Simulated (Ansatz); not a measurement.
System: BCl, net charge 0, singlet state. 
Geometry from a B3LYP-D3(BJ)/def2-TZVP (Ansatz, a quantum-chemistry and plane-wave program) optimisation:
SMILES: [B]Cl
```xyz
2

B      0.0000     0.0000    -1.3302
Cl     0.0000     0.0000     0.3912
```
Charge 0, spin multiplicity 1.

Basis-set convergence of Hartree-Fock and CCSD(T) correlation energies (hartree) with Ansatz. Valence correlation only, unless marked. No spin-orbit coupling. No relativistic terms.

The Hartree-Fock reference is unstable (checked in the largest basis), which strains HF and MP2. 

```
basis        functions       E(HF)  E(corr, CCSD(T))  rough core time
-----------  ---------  ----------  ----------------  ---------------
cc-pV(D+d)Z         37  -484.13854          -0.23638       under 20 s
cc-pV(T+d)Z         69  -484.15679          -0.30396       under 20 s
cc-pV(Q+d)Z        119  -484.16148          -0.32674       under 20 s
cc-pV(5+d)Z        191  -484.16226          -0.33424             30 s
```

Extrapolating the two largest sets (X = 4 and 5) as X^-3: E(corr) = (125·(-0.33424) - 64·(-0.32674))/61 = -0.3421 Eh, an estimate of the basis-set limit. The largest set recovers 97.7 % of it, the smallest 69.1 %.
